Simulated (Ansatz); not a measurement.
Several settings on one geometry of SnGe₂ (the lowest singlet isomer of a short search) (that of the charge 0 singlet, r2SCAN-D4/def2-TZVP). Ansatz on 4 threads of Arm Neoverse V1 on a shared host; times are rough.

```xyz
3

Ge   -0.3323    1.6387    0.0339
Ge    1.1636   -0.0906   -0.0181
Sn   -0.8313   -1.5482   -0.0159
```

Totals from different functionals, basis sets or treatments of relativity can't be compared as stabilities.

DK, ANO-RCC and x2c sets are all-electron and run with scalar relativity unless a key says otherwise. In the def2 sets Sn takes a core potential; there is no spin–orbit coupling.

The spins typed aren't always the lowest for that charge.

Problem. Give the basis size and estimate the energy, ⟨S²⟩ and time of these runs.

```tsv
run	method	charge	state	further keys
1	UKS ωB97/STO-3G	0	singlet	nuclear_model: gaussian; scf: {lower_state_search: light}; forces asked
2	RKS revPBE-D3(BJ)/def2-SVPD	0	singlet	scf: {omitted_lower_state_checks: [starts]}
3	UKS LDA (SPW92)/ANO-RCC-VTZP	-1	doublet	forces asked
```

Solution. 
```tsv
run	functions	energy (Eh)	⟨S²⟩	wall time
1	63	-10071.8050	0.17	43 s
2	108	-4367.5344	–	0.95 s
3	154	-10361.6441	0.75	19 s
```

The highest occupied level of an anion often lies above zero with these methods, and sets without diffuse functions describe the outer electron poorly. At UKS ωB97/STO-3G the unrestricted singlet has broken spin symmetry (⟨S²⟩ up to 0.17).
